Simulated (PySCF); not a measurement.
## Computed properties of C3H4BFO, SMILES OB1C=C[C@H]1F

C₃H₄BFO, SMILES B1([C@H](F)C=C1)O. Geometry: PBE0-D3(BJ)/def2-SVP. The structure was generated by enumeration; whether it is a known compound was not checked. The values are those of a single conformer. All values are computed for the isolated molecule unless a solvent is named; none is compared with measurement here.

**Structure.** All 24 harmonic modes at PBE0-D3(BJ)/def2-SVP (PySCF) are real, so it is a minimum. With heavy atoms numbered as in [OH:1][B:2]1[CH:3]=[CH:4][C@H:5]1[F:6], the shortest bond between them is O1–B2 at 1.346 Å and the longest B2–C5 at 1.610 Å.

**Vibrations.** The strongest infrared lines (harmonic, unscaled, degenerate partners summed) lie at 1523 cm⁻¹ (412 km/mol, B 69 %, O 18 %, C 10 %), 3899 cm⁻¹ (112 km/mol, H 94 %), 1123 cm⁻¹ (93 km/mol, C 56 %, H 20 %, F 18 %). The softest mode is at 125 cm⁻¹ and the zero-point energy is 44.6 kcal/mol.

**Electronic structure.** CAM-B3LYP/def2-TZVP (PySCF) places the frontier levels at -9.36 and 0.32 eV, a gap of 9.68 eV, and gives a dipole moment of 1.08 D and a mean polarisability of 48.8 bohr³. PBE/def2-TZVP (PySCF) at the same geometry gives -6.51 and -1.86 eV, so its gap is 5.03 eV narrower. An orbital gap is neither the optical nor the fundamental gap.

**Excitations.** TDA-ωB97X/def2-SVPD (PySCF) has S1 at 6.14 eV (202 nm, f = 0.014, weak); the most intense of the 10 singlets computed lies at 7.29 eV (f = 0.13). T1 (TDA) is at 4.44 eV, 1.70 eV under S1. TDA-PBE/def2-SVPD (PySCF) puts S1 at 4.90 eV. No vertical singlet excitation falls in the visible range (under 3.1 eV).

**NMR.** GIAO shifts at KT2/pcSseg-1 (PySCF) (non-relativistic, atoms alike by connectivity averaged): ¹³C from 90.4 to 164.3 ppm against TMS; ¹H from 4.9 to 8.6 ppm against TMS; ¹⁹F at -236.5 ppm against CFCl3; ¹¹B at 20.6 ppm against BF3.
